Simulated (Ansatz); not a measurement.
Mulliken charges of CH5BZn, SMILES `C[BH][ZnH]` from PBE/def2-TZVPP in Ansatz (PBE0-D4/def2-TZVP geometry).

```
atom   x (Å)   y (Å)   z (Å)  charge (e)
  C1  -0.319   0.916  -0.701      -0.318
  B2   0.300   0.173   0.518       0.083
 Zn3   0.163  -1.876   0.893       0.006
  H4  -1.124   0.414  -1.239       0.102
  H5  -0.589   1.959  -0.510       0.109
  H6   0.536   0.967  -1.401       0.097
  H7   0.969   0.854   1.254       0.010
  H8   0.064  -3.408   1.185      -0.091
```

**Question.** By hand: the dipole of these point charges (1 e Å = 4.8032 D).

**Answer.** Σ q r = (0.004, 0.380, -0.142) e Å, of length 0.406 e Å = 1.95 D.

**Question.** How does the dipole of the full density compare? (Best estimate.)

**Answer.** Ansatz gave: (-0.024, 0.245, -0.155) e Å, 1.40 D; the point charges give 1.39 times that, at 13° from its direction.

Point charges leave out the atoms' own dipoles, such as those of lone pairs, and Mulliken's split depends on the basis, so the two needn't agree.
